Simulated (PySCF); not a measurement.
# `FC[C@H]1C=C(F)C1`, C₅H₆F₂

Geometry:
```csv
atom,x (Å),y (Å),z (Å)
F1,-2.147,-1.188,0.630
C2,-1.570,0.028,0.354
C3,-0.316,-0.158,-0.482
C4,0.405,1.123,-0.846
C5,1.497,0.754,-0.190
F6,2.692,1.312,0.007
C7,0.978,-0.567,0.283
H8,-1.353,0.506,1.314
H9,-2.319,0.611,-0.192
H10,-0.543,-0.807,-1.329
H11,0.110,1.978,-1.421
H12,1.491,-1.443,-0.109
H13,0.862,-0.670,1.360
```

The calculation used GIAO HF/pcSseg-1 magnetisability, rotational g tensor and spin-rotation constants, non-relativistic, gas phase in PySCF 2.14.0. Geometry: GFN2-xTB, dihedral held. The dihedral F1–C2–C3–C4 is held at 180°.

Question: Give the nuclear spin-rotation constants along the inertial axes (H = +C I·J) beside the isotropic shieldings.

Answer: Rotational constants 8.4461, 1.3358, 1.2394 GHz. A star marks the isotopologue with that one atom substituted, in its own axes.
```
atom  isotope  Caa (kHz)  Cbb (kHz)  Ccc (kHz)  mean (kHz)  σ (ppm)
  F1      19F      1.075      0.450      0.025       0.517    444.0
  F6      19F      7.166      2.058      0.612       3.278    303.6
  H8       1H     -0.825     -0.138      0.056      -0.303     28.0
  H9       1H     -0.713      0.054     -0.125      -0.261     27.4
 H10       1H     -0.756     -0.150      0.025      -0.294     29.5
 H11       1H     -0.848      0.087     -0.147      -0.303     27.4
 H12       1H     -0.931     -0.059     -0.028      -0.339     29.1
 H13       1H     -0.873     -0.076     -0.032      -0.327     29.6
  C2     13C*      1.675      0.313      0.303       0.763    111.4
  C3     13C*      1.453      0.210      0.143       0.602    163.8
  C4     13C*      3.090      0.354      0.211       1.218     84.9
  C5     13C*      4.111      0.438      0.301       1.617     28.5
  C7     13C*      1.209      0.230      0.203       0.548    155.8
```
For the geometry as given, no vibrational averaging.
